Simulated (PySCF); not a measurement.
Rb³¹⁺: ionisation energy

Rb³¹⁺ [He] 2s2 2p2 (3P) → Rb³²⁺ [He] 2s2 2p1 (2P), as a difference of total energies. Calculation: PySCF 2.14, in an uncontracted even-tempered set (19 s from 9.9 bohr⁻², ratio 2.2; 12 p from 13 bohr⁻², ratio 2.2; 6 d from 52 bohr⁻², ratio 2.4; 5 f from 78 bohr⁻², ratio 2.4; 4 g from 120 bohr⁻², ratio 2.4); the spin-free X2C one-electron Hamiltonian (Gaussian nucleus). Correlated levels: nothing frozen; virtual orbitals above 40 to 60 times the deepest correlated orbital energy dropped. The calculations carry no spin-orbit coupling.

```csv
method,ionisation energy (eV)
UHF,3792.2
LDA,3789.5
PBE,3791.4
PBE0,3791.9
r2SCAN,3794.3
TPSS,3791.4
B2PLYP,3792.4
MP2 (all electrons),3791.9
SCS-MP2 (all electrons),3791.4
```

Spin-orbit coupling is strong in these open shells (close to jj coupling). The scalar numbers leave it out and a first-order estimate fails, so it can dominate the gap to the real levels.

For this ion Breit and QED terms and the two-electron picture change, all absent here, outweigh the differences among the correlated methods.

For comparison: 3815 ± 4 eV (semi-empirical (NIST evaluation); NIST Atomic Spectra Database, ionization energies).
